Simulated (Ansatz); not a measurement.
Ligand exchange: KH + GeH2(CH3)(SH) → KSH + GeH3(CH3)

Species: KH, singlet; GeH2(CH3)(SH), singlet; KSH `[SH][K]`, singlet; GeH3(CH3) (methyl germane), singlet. The partners trade H for SH: K–H and Ge–SH bonds give way to K–SH and Ge–H.

Shapes, held fixed at every level: PBE0-D4/def2-TZVP. Flexible molecules stand in one conformer, not always the lowest. Programs: Ansatz 0.2.0. The zero-point and thermal change to 298 K, harmonic and unscaled (PBE0-D4/def2-TZVP), is +6.7 kJ/mol.

```
                level                    kind  ΔH(298 K) (kJ/mol)  less CCSD(T)/def2-TZVPP
          HF/def2-SVP            Hartree–Fock              -138.0                    -10.1
        HF/def2-TZVPP            Hartree–Fock              -136.4                     -8.5
r2SCAN0-D4/def2-TZVPP           global hybrid              -130.2                     -2.3
   wB97X-V/def2-TZVPP  range-separated hybrid              -126.5                     +1.4
       MP2/def2-TZVPP     perturbation theory              -133.4                     -5.5
     CCSD(T)/def2-SVP   coupled cluster or CI              -121.9                     +6.0
   CCSD(T)/def2-TZVPP   coupled cluster or CI              -127.9                      0.0
```

The highest level, CCSD(T)/def2-TZVPP, gives ΔH(298 K) = -127.9 kJ/mol; the levels span -138.0 to -121.9. The column of differences is taken from that level and isn't an error. No measured value is set beside it here. Relativity is left out for Ge. Outer-core shells of Ge, K are correlated in most correlated rows, in sets that cover them unevenly.
